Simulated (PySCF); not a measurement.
InBr₃, SMILES [Br][In]([Br])[Br].

Geometry: PBE-D3(BJ)/def2-SVP. The isomer is the one that the SMILES or the coordinates give; other isomers of the formula were not compared. The def2 effective core potentials stand for the cores of In; spin–orbit coupling is left out.

Two levels are set side by side: TDA-PBE/def2-SVPD (PySCF) and TDA-ωB97X/def2-SVPD (PySCF). Vertical, same geometry. The lowest singlet is HOMO→LUMO 100 % with PBE and HOMO→LUMO 95 % with the other functional; states are paired by order. Differences are taken from unrounded values.

```tsv
quantity	TDA-ωB97X
lowest singlet excitation (eV)	4.70
lowest triplet excitation (TDA) (eV)	4.32
```

**Question.** What does TDA-PBE give, and how far is it from TDA-ωB97X? (An estimate is asked for; the answer gives what the named calculation found.)

**Answer.** 
```json
[
 {"quantity": "lowest singlet excitation (eV)", "TDA-PBE": "3.41", "TDA-PBE minus TDA-ωB97X": "-1.29"},
 {"quantity": "lowest triplet excitation (TDA) (eV)", "TDA-PBE": "3.13", "TDA-PBE minus TDA-ωB97X": "-1.19"}
]
```

Functionals without exact exchange tend to place singlet excitations lower, as here. Differences between two approximate levels are no errors against the true value.

Rough cost on one machine, each run with all the roots and properties that it gave: TDA-ωB97X against TDA-PBE about 6 times.
